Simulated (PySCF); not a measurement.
Isomers of H3BSi2. Isolated molecules, 0 K electronic values unless said otherwise. Strings in code marks are SMILES.

Quantity: vertical ionisation energy (energy after one electron is removed minus that of the parent at the parent's geometry), in eV.

Case: `B1[SiH]=[SiH]1`. Geometry of `B1[SiH]=[SiH]1` (neutral, multiplicity 1, Å):

```xyz
6

B     -0.0164     1.0900    -0.0270
Si     1.0663    -0.4928     0.0085
Si    -1.0511    -0.5244     0.0167
H     -0.0342     2.2719    -0.0562
H      2.4084    -1.1368     0.0197
H     -2.3731    -1.2083     0.0384
```

Problem. What is the computed vertical ionisation energy (energy after one electron is removed minus that of the parent at the parent's geometry) (B3LYP-D3(BJ)/def2-TZVP (PySCF))?

Solution. 8.88 eV.
